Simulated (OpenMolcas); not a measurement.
Multiconfigurational calculation on Ta+

Input:

```
&GATEWAY
Coord
1

Ta 0.0 0.0 0.0
Basis=ANO-R3
Group=XYZ
NoMove
AngMom=0.0 0.0 0.0
AMFI
&SEWARD
* reference wave functions (RASSCF and RASSI steps not shown): 4 electrons in 6 orbitals (5d 6s)
>>> COPY JOB001 $Project.JobIph
&CASPT2
Multistate=15 1 2 3 4 5 6 7 8 9 10 11 12 13 14 15
NoMult
Frozen=14 16
IPEA=0.3
Sig1=0.15
MaxIter=60
WThr=0.0 0.3 0.05
PrWF=0.5
NoMix
>>> COPY JOB002 $Project.JobIph
&CASPT2
Multistate=63 1 2 3 4 5 6 7 8 9 10 11 12 13 14 15 16 17 18 19 20 21 22
23 24 25 26 27 28 29 30 31 32 33 34 35 36 37 38 39 40 41 42 43 44 45 46
47 48 49 50 51 52 53 54 55 56 57 58 59 60 61 62 63
NoMult
Frozen=14 16
IPEA=0.3
Sig1=0.15
MaxIter=60
WThr=0.0 0.3 0.05
PrWF=0.5
NoMix
>>> COPY JOB003 $Project.JobIph
&CASPT2
Multistate=49 1 2 3 4 5 6 7 8 9 10 11 12 13 14 15 16 17 18 19 20 21 22
23 24 25 26 27 28 29 30 31 32 33 34 35 36 37 38 39 40 41 42 43 44 45 46
47 48 49
NoMult
Frozen=14 16
IPEA=0.3
Sig1=0.15
MaxIter=60
WThr=0.0 0.3 0.05
PrWF=0.5
NoMix
```

Launched by
```bash
OMP_NUM_THREADS=1 MOLCAS_MEM=2252 MOLCAS_PROJECT=a pymolcas a.inp > a.log  # once for each step of the input, in one work folder
```

Output, cut to the results:

```
--- CASPT2 ---
Orbital specifications:
      -----------------------

      Symmetry species                           1   2
                                                ag  au
      Frozen orbitals                           14  16
      Inactive orbitals                          1   3
      Active orbitals                            6   0
      Secondary orbitals                        45  52
      Deleted orbitals                           0   0
      Number of basis functions                 66  71
Type of calculation                        SS-CASPT2
      Fock operator                              state-specific
      IPEA shift                                 0.30
      Real shift                                 0.00
      Imaginary shift                            0.00
      Sigma^1 regularizer                        0.15
      The input orbitals will be transformed to quasi-canonical
Reference energy:      -15599.9663800339
      E2 (Non-variational):      -0.2914503296
      Shift correction:          -0.0000625844
      E2 (Variational):          -0.2915129140
      Total energy:          -15600.2578929479
      Residual norm:              0.0000001939
      Reference weight:           0.93872
      Contributions to the CASPT2 correlation energy
      Active & Virtual Only:         -0.0307599302
      One Inactive Excited:          -0.1208893043
      Two Inactive Excited:          -0.1398010951
Reference energy:      -15599.9663800339
      E2 (Non-variational):      -0.2919295801
      Shift correction:          -0.0000734027
      E2 (Variational):          -0.2920029828
      Total energy:          -15600.2583830167
      Residual norm:              0.0000002420
      Reference weight:           0.93815
      Contributions to the CASPT2 correlation energy
      Active & Virtual Only:         -0.0311075471
      One Inactive Excited:          -0.1209690997
      Two Inactive Excited:          -0.1398529333
::    CASPT2 Root  1     Total energy: -15600.25789295
::    CASPT2 Root  2     Total energy: -15600.25838302
::    CASPT2 Root  3     Total energy: -15600.25767248
::    CASPT2 Root  4     Total energy: -15600.25932135
::    CASPT2 Root  5     Total energy: -15600.25934874
::    CASPT2 Root  6     Total energy: -15600.25941498
::    CASPT2 Root  7     Total energy: -15600.25926460
::    CASPT2 Root  8     Total energy: -15600.22180533
::    CASPT2 Root  9     Total energy: -15600.22180529
::    CASPT2 Root 10     Total energy: -15600.22180534
::    CASPT2 Root 11     Total energy: -15600.20395626
::    CASPT2 Root 12     Total energy: -15600.20394427
::    CASPT2 Root 13     Total energy: -15600.20395312
::    CASPT2 Root 14     Total energy: -15600.20395486
::    CASPT2 Root 15     Total energy: -15600.20394462
--- CASPT2 ---
Orbital specifications:
      -----------------------

      Symmetry species                           1   2
                                                ag  au
      Frozen orbitals                           14  16
      Inactive orbitals                          1   3
      Active orbitals                            6   0
      Secondary orbitals                        45  52
      Deleted orbitals                           0   0
      Number of basis functions                 66  71
Type of calculation                        SS-CASPT2
      Fock operator                              state-specific
      IPEA shift                                 0.30
      Real shift                                 0.00
      Imaginary shift                            0.00
      Sigma^1 regularizer                        0.15
      The input orbitals will be transformed to quasi-canonical
Reference energy:      -15599.9403757937
      E2 (Non-variational):      -0.3054668324
      Shift correction:          -0.0004907668
      E2 (Variational):          -0.3059575992
      Total energy:          -15600.2463333929
      Residual norm:              0.0000003868
      Reference weight:           0.92175
      Contributions to the CASPT2 correlation energy
      Active & Virtual Only:         -0.0431940640
      One Inactive Excited:          -0.1175037442
      Two Inactive Excited:          -0.1447690242
Reference energy:      -15599.9403757937
      E2 (Non-variational):      -0.3054679970
      Shift correction:          -0.0004911599
      E2 (Variational):          -0.3059591570
      Total energy:          -15600.2463349507
      Residual norm:              0.0000003868
      Reference weight:           0.92174
      Contributions to the CASPT2 correlation energy
      Active & Virtual Only:         -0.0431953172
      One Inactive Excited:          -0.1175036558
      Two Inactive Excited:          -0.1447690241
::    CASPT2 Root  1     Total energy: -15600.24633339
::    CASPT2 Root  2     Total energy: -15600.24633495
::    CASPT2 Root  3     Total energy: -15600.24633443
::    CASPT2 Root  4     Total energy: -15600.24318821
::    CASPT2 Root  5     Total energy: -15600.24321002
::    CASPT2 Root  6     Total energy: -15600.24333314
::    CASPT2 Root  7     Total energy: -15600.24326623
::    CASPT2 Root  8     Total energy: -15600.24326412
::    CASPT2 Root  9     Total energy: -15600.24312737
::    CASPT2 Root 10     Total energy: -15600.24326116
::    CASPT2 Root 11     Total energy: -15600.21339633
::    CASPT2 Root 12     Total energy: -15600.21339080
::    CASPT2 Root 13     Total energy: -15600.21342133
::    CASPT2 Root 14     Total energy: -15600.21340906
::    CASPT2 Root 15     Total energy: -15600.21350527
::    CASPT2 Root 16     Total energy: -15600.21337705
::    CASPT2 Root 17     Total energy: -15600.21356930
::    CASPT2 Root 18     Total energy: -15600.21346225
::    CASPT2 Root 19     Total energy: -15600.21360248
::    CASPT2 Root 20     Total energy: -15600.21685163
::    CASPT2 Root 21     Total energy: -15600.21707320
::    CASPT2 Root 22     Total energy: -15600.21781290
::    CASPT2 Root 23     Total energy: -15600.21659729
...
```

Levels above the lowest, from the spin-orbit matrix with the single-state CASPT2 energies, averaged by term, on its diagonal:

```
Configuration   Term  J  E (cm⁻¹)  Measured (cm⁻¹)      g  Term weight %           Second
       5d³ 6s     ⁵F  1       0.0              0.0  0.032             94             5 ³D
       5d³ 6s     ⁵F  2      1049             1031  1.007             94             4 ³D
       5d³ 6s     ⁵F  3      2650             2642  1.247             96                 
       5d³ 6s  ³P(1)  0      3870                                     92         4 5d⁴ ⁵D
      5d² 6s²     ³F  2      4280             3180  0.769             78  10 5d³ 6s ¹D(1)
       5d³ 6s     ⁵F  4      4490             4416  1.338             95             3 ³G
       5d³ 6s  ³P(1)  1      4860                   1.539             87             7 ⁵P
       5d³ 6s  ³P(1)  2      5390                   1.242             48    17 5d² 6s² ³F
       5d³ 6s     ⁵F  5      6350             6187  1.380             90            10 ³G
      5d² 6s²     ³F  3      6950             6831  1.078             96      2 5d³ 6s ³G
       5d³ 6s  ³F(1)  2      8930                   1.039             43         25 ¹D(1)
      5d² 6s²     ³F  4      9090             9746  1.236             85      4 5d³ 6s ³G
       5d³ 6s     ⁵P  1     11400                   2.356             86          6 ³P(2)
       5d³ 6s  ³F(1)  3     11710                   0.957             54            40 ³G
       5d³ 6s  ¹G(1)  4     12520                   1.031             49         18 ³F(1)
       5d³ 6s     ⁵P  2     12790                   1.395             54         26 ³F(1)
       5d³ 6s     ⁵P  3     13290                   1.625             92             4 ³D
       5d³ 6s     ³G  4     13360                   1.049             62         26 ¹G(1)
       5d³ 6s  ¹D(1)  2     13730                   1.239             29         19 ³F(1)
          5d⁴     ⁵D  0     13760                                     84   9 5d³ 6s ³P(2)
       5d³ 6s     ³G  3     14140                   0.937             52         40 ³F(1)
          5d⁴     ⁵D  1     14140                   1.508             80   6 5d³ 6s ³P(2)
       5d³ 6s     ³G  5     14540                   1.154             55            31 ³H
          5d⁴     ⁵D  2     15020                   1.463             74      9 5d³ 6s ³D
```

Against the 7 measured excited levels shown (NIST Handbook of Basic Atomic Spectroscopic Data) the mean absolute deviation is 310 cm-1; the largest miss in energy is 5d² 6s² ³F₂: computed 4280, measured 3180 cm⁻¹ (+34.7 %).

Term energies are means over components that CASPT2 splits; among the terms shown or strongly mixed into the levels shown the widest spread is 380 cm-1 (5d³ 6s ⁵F). Configurations are named by rounded mean occupations; where the s occupation lies near a half they are strongly mixed, a name can repeat and a true partner stay unpaired. A single d shell beside an s shell can misplace configurations of different d count against each other. Computed and measured levels are paired by configuration, term and J; levels that our copy of the source lacks, or whose pairing is in doubt (as where it misses far off the trend of its configuration), stay unpaired and out of the deviations. Levels of configurations outside the active space are missing. The first state left out of the spin-orbit step lies near 30000 cm-1 above the lowest spin-free state of the reference (among the parities and spins computed), and the list stops at four fifths of that energy or lower. The table shows the lowest 24 of 39 levels.

The CASPT2 steps took 110 s on 1 thread of Arm Neoverse V2, on a shared host; the integral step is not counted.

The term weight is that of the spin-free term in the level, not the purity of its configuration. A number in round brackets counts repeated terms of one configuration in the order of the reference energies.
